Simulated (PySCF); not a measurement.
Ti⁺: ionisation energy

Ti⁺ [Ar] 3d2 4s1 [3d3/2^2 4s1/2^1, M_J = 3/2] → Ti²⁺ [Ar] 3d2 [3d3/2^2, M_J = 2], as a difference of total energies. Calculation: PySCF 2.14, in x2c-TZVPPall-2c (6s7p4d2f1g, 70 functions); the two-component X2C-1e Hamiltonian. Correlated levels: [Ne] frozen; the 6 highest virtual spinors dropped. "Screened" scales the spin-orbit matrix elements by Boettger's factors to mimic the two-electron term; Breit and QED terms are absent.

```
                    method  ionisation energy (eV)
           GHF (spin-free)                  12.947
          GMP2 (spin-free)                  13.554
 GHF (screened spin-orbit)                  12.945
GMP2 (screened spin-orbit)                  13.552
```

Question: How much does correlation contribute at GMP2 (screened spin-orbit)?

Answer: 13.552 − (12.945) = 0.607 eV, measured against GHF (screened spin-orbit).

Errors of the correlated levels include the incompleteness of this basis and the frozen core.

The labels give the starting determinants; with spin-orbit coupling the two ends relaxed to ⟨J²⟩ = 6.65, ⟨L²⟩ = 12.00, ⟨S²⟩ = 3.75 and ⟨J²⟩ = 7.85, ⟨L²⟩ = 12.00, ⟨S²⟩ = 2.00.

The determinant of Ti⁺ and of Ti²⁺ mixes levels of different J (the jj label is only the starting occupation), so the difference between spin-free and spin-orbit rows is not the physical spin-orbit shift.

For comparison: 13.575 eV (measured; NIST Atomic Spectra Database, ionization energies).
